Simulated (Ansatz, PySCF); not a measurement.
This Ansatz (a quantum-chemistry and plane-wave program) input computes a PBE0/def2-TZVPD energy:

Ansatz 0.2 input:
```yaml
crystal:
  periodic: [false, false, false]
  atoms:
    - {symbol: As, position_ang: [-0.14653518, -0.20555075, 0.32176302]}
    - {symbol: F, position_ang: [1.33592544, -0.37212610, -0.58230773]}
    - {symbol: F, position_ang: [-0.79862979, 1.12581217, -0.59749001]}
basis:
  gaussian:
    orbitals: def2-TZVPD
hamiltonian:
  xc: {name: PBE0}
magnetization: {spin_polarized: true, initial_magnetization: 1}
output: {forces: true}
```

**Question.** Write an input for the same energy in PySCF and say what it gives.

**Answer.** 
```python
from pyscf import gto, scf, dft

mol = gto.M(
    atom='''
    As   -0.14653518   -0.20555075    0.32176302
    F     1.33592544   -0.37212610   -0.58230773
    F    -0.79862979    1.12581217   -0.59749001
    ''',
    basis='def2-tzvpd',
    charge=0,
    spin=1,
    verbose=4,
)

mf = dft.UKS(mol, xc='pbe0').density_fit(auxbasis='def2-universal-jkfit')
mf.grids.level = 3
mf.conv_tol = 1e-9
mf.max_cycle = 100
mf.max_memory = 1500
mf.kernel()
if not mf.converged:
    mf = mf.newton()
    mf.kernel(mf.make_rdm1())
for _ in range(2):
    mo, _, stable, _ = mf.stability(return_status=True)
    if stable:
        break
    mf.kernel(mf.make_rdm1(mo, mf.mo_occ))
mf.analyze()
```
It gives -2435.21611 Eh, and Ansatz -2435.21607 Eh, a difference of 0.04 mEh, from the treatment of integrals and grids.

It need not be the lowest isomer of its formula.
